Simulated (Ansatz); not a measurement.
System: Si2H4, net charge 1, doublet state. 
Coordinates optimised at B3LYP-D3(BJ)/def2-TZVP (Ansatz, a first-principles code):
```xyz
6

Si     0.0386     1.0708     0.7238
H     -0.4059     2.3333     0.0597
Si    -0.0046    -0.9769    -0.5656
H      0.8962    -0.5855    -1.6698
H     -1.4401    -1.0113    -0.9154
H      0.4745    -2.0515     0.3119
```
Charge +1, spin multiplicity 2.

Basis-set convergence of Hartree-Fock and MP2 correlation energies (hartree) with Ansatz. Valence correlation only, unless marked. Open shells are spin-unrestricted. No spin-orbit coupling. Non-relativistic.

| basis | functions | E(HF) | E(corr, MP2) |
|---|---|---|---|
| aug-cc-pV(D+d)Z | 100 | -579.86416 | -0.16437 |
| aug-cc-pV(T+d)Z | 202 | ___ | ___ |

Q: Complete the blanks.

A: 
- aug-cc-pV(T+d)Z, E(HF): -579.88486
- aug-cc-pV(T+d)Z, E(corr, MP2): -0.19889
